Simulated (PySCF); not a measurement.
PySCF input for CH3Te, SMILES C[Te], multiplicity 2, TDA-PBE0/def2-TZVPD. Geometry: B3LYP-D3(BJ)/def2-TZVP. The isomer is the one that the SMILES or the coordinates give; other isomers of the formula were not compared. The def2 effective core potentials stand for the cores of Te; spin–orbit coupling is left out.

```python
import numpy as np
from pyscf import gto, scf, dft, tdscf

mol = gto.M(
    atom='''
    C    -1.82490563   -0.00529779   -0.00000000
    Te    0.33594539   -0.00034945   -0.00000000
    H    -2.13628884    1.03899030   -0.00000004
    H    -2.19171879   -0.49451606   -0.89736847
    H    -2.19171879   -0.49451600    0.89736851
    ''',
    basis='def2-TZVPD',
    ecp={'Te': 'def2-tzvp'},
    charge=0,
    spin=1,
    max_memory=1600,
    verbose=4,
)
mf = dft.UKS(mol, xc='pbe0').density_fit(auxbasis='def2-universal-jkfit')
mf.grids.level = 3
mf.conv_tol = 1e-9
mf.max_cycle = 100
mf.kernel()
fine, coarse = mf.grids, dft.Grids(mol).set(level=1).build(with_non0tab=True)
for _ in range(3):  # follow internal instabilities
    mf.grids = coarse
    mo, _, stable, _ = mf.stability(return_status=True, nroots=4)
    mf.grids = fine
    if stable:
        break
    mf.kernel(mf.make_rdm1(mo, mf.mo_occ))
mf.grids = dft.Grids(mol).set(level=1).build(with_non0tab=True)  # coarser grid for the response kernel
td = tdscf.TDA(mf)
td.nstates = 10
td.conv_tol = 1e-4
td.positive_eig_threshold = 1e-6
td.kernel(x0=td.get_init_guess(mf, 15))
td.analyze(verbose=3)
```

Output:

```
PySCF version 2.14.0

[INPUT] verbose = 4
[INPUT] num. atoms = 5
[INPUT] num. electrons = 33
[INPUT] charge = 0
[INPUT] spin (= nelec alpha-beta = 2S) = 1
[INPUT] symmetry False subgroup None
[INPUT] Mole.unit = angstrom
[INPUT] Symbol           X                Y                Z      unit          X                Y                Z       unit  Magmom
[INPUT]  1 C     -1.824905630000  -0.005297790000   0.000000000000 AA   -3.448571843877  -0.010011372165   0.000000000000 Bohr   0.0
[INPUT]  2 Te     0.335945390000  -0.000349450000   0.000000000000 AA    0.634844779910  -0.000660364794   0.000000000000 Bohr   0.0
[INPUT]  3 H     -2.136288840000   1.038990300000  -0.000000040000 AA   -4.037000830565   1.963407113080  -0.000000075589 Bohr   0.0
[INPUT]  4 H     -2.191718790000  -0.494516060000  -0.897368470000 AA   -4.141748255163  -0.934499917599  -1.695780641120 Bohr   0.0
[INPUT]  5 H     -2.191718790000  -0.494516000000   0.897368510000 AA   -4.141748255163  -0.934499804215   1.695780716709 Bohr   0.0

nuclear repulsion = 58.9650745228355
number of shells = 47
number of NR pGTOs = 186
number of NR cGTOs = 123
basis = def2-TZVPD
ecp = {'Te': 'def2-tzvp'}


[settings echo left out]
init E= -265.992793845295
  alpha nocc = 17  HOMO = -0.745975791496557  LUMO = -0.54572412272908
  beta  nocc = 16  HOMO = -0.749274679890415  LUMO = -0.745975791496557

WARN: HOMO -0.745975791496557 >= LUMO -0.745975791496557

cycle= 1 E= -305.48601053104  delta_E= -39.5  |g|= 2.34  |ddm|= 20.1
  alpha nocc = 17  HOMO = -0.0773283480635456  LUMO = -0.0191731276012472
  beta  nocc = 16  HOMO = -0.0646865333707398  LUMO = -0.0619724040088577
  HOMO = -0.0646865333707  LUMO = -0.0619724040089  gap/eV = 0.07386
cycle= 2 E= -298.943257510514  delta_E= 6.54  |g|= 3.54  |ddm|= 8.85
  alpha nocc = 17  HOMO = -0.259202352764824  LUMO = -0.0405184070867524
  beta  nocc = 16  HOMO = -0.250152668123601  LUMO = -0.194886461827691
  HOMO = -0.250152668124  LUMO = -0.194886461828  gap/eV = 1.50387
cycle= 3 E= -307.127049000358  delta_E= -8.18  |g|= 0.905  |ddm|= 6.66
  alpha nocc = 17  HOMO = -0.178605326046193  LUMO = -0.0629340737811326
  beta  nocc = 16  HOMO = -0.1768501859272  LUMO = -0.169370728597149
  HOMO = -0.176850185927  LUMO = -0.169370728597  gap/eV = 0.20353
cycle= 4 E= -307.499914354317  delta_E= -0.373  |g|= 0.859  |ddm|= 1.61
  alpha nocc = 17  HOMO = -0.172294271283175  LUMO = -0.0189546072155604
  beta  nocc = 16  HOMO = -0.165373755383683  LUMO = -0.122926862949738
  HOMO = -0.165373755384  LUMO = -0.12292686295  gap/eV = 1.15504
cycle= 5 E= -307.846511055249  delta_E= -0.347  |g|= 0.208  |ddm|= 0.683
  alpha nocc = 17  HOMO = -0.229219430383713  LUMO = -0.022259467847725
  beta  nocc = 16  HOMO = -0.219081027912186  LUMO = -0.154188713902663
  HOMO = -0.219081027912  LUMO = -0.154188713903  gap/eV = 1.76581
cycle= 6 E= -307.882005660842  delta_E= -0.0355  |g|= 0.0603  |ddm|= 0.353
  alpha nocc = 17  HOMO = -0.228530588595811  LUMO = -0.0170823695757569
  beta  nocc = 16  HOMO = -0.216968136943835  LUMO = -0.140111691551256
  HOMO = -0.216968136944  LUMO = -0.140111691551  gap/eV = 2.09137
cycle= 7 E= -307.884091115545  delta_E= -0.00209  |g|= 0.016  |ddm|= 0.091
  alpha nocc = 17  HOMO = -0.227942558257075  LUMO = -0.0159879565811725
  beta  nocc = 16  HOMO = -0.216246284475854  LUMO = -0.137020354425816
  HOMO = -0.216246284476  LUMO = -0.137020354426  gap/eV = 2.15585
cycle= 8 E= -307.884223699286  delta_E= -0.000133  |g|= 0.00566  |ddm|= 0.0215
  alpha nocc = 17  HOMO = -0.228611976808633  LUMO = -0.016653928802862
  beta  nocc = 16  HOMO = -0.216961060646796  LUMO = -0.137267194964785
  HOMO = -0.216961060647  LUMO = -0.137267194965  gap/eV = 2.16858
cycle= 9 E= -307.884239756634  delta_E= -1.61e-05  |g|= 0.00132  |ddm|= 0.0066
  alpha nocc = 17  HOMO = -0.228699161941414  LUMO = -0.0166162671180263
  beta  nocc = 16  HOMO = -0.217054336523701  LUMO = -0.137286731452468
  HOMO = -0.217054336524  LUMO = -0.137286731452  gap/eV = 2.17059
cycle= 10 E= -307.884241378678  delta_E= -1.62e-06  |g|= 0.000295  |ddm|= 0.00254
  alpha nocc = 17  HOMO = -0.228681452412648  LUMO = -0.0166158835933761
  beta  nocc = 16  HOMO = -0.217030332484839  LUMO = -0.137272965038083
  HOMO = -0.217030332485  LUMO = -0.137272965038  gap/eV = 2.17031
cycle= 11 E= -307.884241513155  delta_E= -1.34e-07  |g|= 0.000132  |ddm|= 0.000931
  alpha nocc = 17  HOMO = -0.228689359535435  LUMO = -0.0166200468792006
  beta  nocc = 16  HOMO = -0.217032088832202  LUMO = -0.137268175790243
  HOMO = -0.217032088832  LUMO = -0.13726817579  gap/eV = 2.17049
cycle= 12 E= -307.884241546177  delta_E= -3.3e-08  |g|= 4.74e-05  |ddm|= 0.000508
  alpha nocc = 17  HOMO = -0.228693087949599  LUMO = -0.0166221732706404
  beta  nocc = 16  HOMO = -0.217033225264366  LUMO = -0.137269979518051
  HOMO = -0.217033225264  LUMO = -0.137269979518  gap/eV = 2.17047
cycle= 13 E= -307.884241550942  delta_E= -4.77e-09  |g|= 2.62e-05  |ddm|= 0.000214
  alpha nocc = 17  HOMO = -0.228694418340126  LUMO = -0.0166223157641046
  beta  nocc = 16  HOMO = -0.217034074437551  LUMO = -0.137270890007521
  HOMO = -0.217034074438  LUMO = -0.137270890008  gap/eV = 2.17047
cycle= 14 E= -307.884241551368  delta_E= -4.25e-10  |g|= 9.79e-06  |ddm|= 4.79e-05
  alpha nocc = 17  HOMO = -0.228692199708817  LUMO = -0.0166218812913019
  beta  nocc = 16  HOMO = -0.2170317902234  LUMO = -0.137268578668214
  HOMO = -0.217031790223  LUMO = -0.137268578668  gap/eV = 2.17047
Extra cycle  E= -307.884241551392  delta_E= -2.42e-11  |g|= 1.17e-05  |ddm|= 2.31e-05
converged SCF energy = -307.884241551392  <S^2> = 0.75429322  2S+1 = 2.0042886
tot grids = 20624
uhf_internal: lowest eigs of H = [0.00123489 0.23331679 0.23565917 0.32231135]
<class 'pyscf.df.df_jk.DFUKS'> wavefunction is stable in the internal stability analysis
tot grids = 20624
Overwritten attributes  positive_eig_threshold  of <class 'pyscf.tdscf.uks.TDA'>


******** <class 'pyscf.tdscf.uks.TDA'> for <class 'pyscf.df.df_jk.DFUKS'> ********
nstates = 10
deg_eia_thresh = 1.000e-03
wfnsym = None
conv_tol = 0.0001
eigh lindep = 1e-12
eigh level_shift = 0
eigh max_cycle = 100


Excitation energies (eV)
[0.15900941 3.36086367 3.65238793 4.25072878 5.01175356 5.13172343
 5.40588621 5.73254051 5.84224095 5.97592535]

** Excitation energies and oscillator strengths **
Excited State   1:      0.15901 eV   7797.29 nm  f=0.0000
Excited State   2:      3.36086 eV    368.91 nm  f=0.0026
Excited State   3:      3.65239 eV    339.46 nm  f=0.0000
Excited State   4:      4.25073 eV    291.68 nm  f=0.0008
Excited State   5:      5.01175 eV    247.39 nm  f=0.0005
Excited State   6:      5.13172 eV    241.60 nm  f=0.0137
Excited State   7:      5.40589 eV    229.35 nm  f=0.1131
Excited State   8:      5.73254 eV    216.28 nm  f=0.0040
Excited State   9:      5.84224 eV    212.22 nm  f=0.0001
Excited State  10:      5.97593 eV    207.47 nm  f=0.0000
```

The calculation finished and met its thresholds.
